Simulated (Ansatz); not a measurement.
CH8AlNOSi, SMILES `NCO[SiH2][AlH2]`, relaxed with RKS PBE0-D4/def2-TZVP in the Gaussian-basis code of Ansatz from a PBE-D4/def2-SVP geometry. The force threshold is 0.005 eV/Å; the program also tests the step.

The species carries charge 0 and has multiplicity 1.

Start:

```xyz
13

N    -0.092    1.592   -2.039
C     0.494    0.895   -0.944
O    -0.288    0.984    0.261
Si   -0.035   -0.061    1.574
Al   -0.334   -2.434    0.929
H    -1.029    1.221   -2.239
H    -0.207    2.588   -1.810
H     0.622   -0.179   -1.230
H     1.508    1.316   -0.750
H    -1.056    0.351    2.603
H     1.325    0.173    2.208
H    -0.235   -3.603    2.027
H    -0.672   -2.843   -0.591
```

| step | energy (eV) | largest force (eV/Å) | largest move (Å) |
| --- | --- | --- | --- |
| 1 | -19169.8145 | 0.787 | 0.000 |
| 2 | -19169.8643 | 0.588 | 0.043 |
| 3 | -19169.8741 | 0.103 | 0.029 |
| 4 | -19169.8752 | 0.045 | 0.026 |
| 5 | -19169.8757 | 0.029 | 0.006 |
| 6 | -19169.8759 | 0.020 | 0.006 |
| 7 | -19169.8760 | 0.005 | 0.012 |
| 8 | -19169.8761 | 0.009 | 0.012 |
| 9 | -19169.8761 | 0.013 | 0.019 |
| 10 | -19169.8762 | 0.009 | 0.018 |
| 11 | -19169.8762 | 0.010 | 0.024 |
| 12 | -19169.8763 | 0.018 | 0.007 |
| 13 | -19169.8764 | 0.020 | 0.013 |
| 14 | -19169.8764 | 0.021 | 0.011 |
| 15 | -19169.8764 | 0.018 | 0.015 |
| 16 | -19169.8765 | 0.013 | 0.015 |
| 17 | -19169.8765 | 0.013 | 0.013 |
| 18 | -19169.8765 | 0.008 | 0.007 |
| 19 | -19169.8765 | 0.004 | 0.004 |
| 20 (rejected) | -19169.8765 | 0.005 | 0.005 |
| 21 | -19169.8765 | 0.002 | 0.003 |

End:

```xyz
13

N    -0.073    1.664   -2.004
C     0.458    0.872   -0.954
O    -0.320    0.942    0.237
Si   -0.064   -0.070    1.524
Al   -0.309   -2.465    0.964
H    -1.007    1.364   -2.251
H    -0.114    2.639   -1.739
H     0.510   -0.171   -1.294
H     1.476    1.214   -0.735
H    -1.060    0.346    2.551
H     1.291    0.179    2.117
H    -0.203   -3.563    2.110
H    -0.585   -2.951   -0.527
```

Hardware: 4 threads of an Intel Xeon Platinum 8488C on a shared host. Wall time 57 s, peak host memory 0.63 GiB.
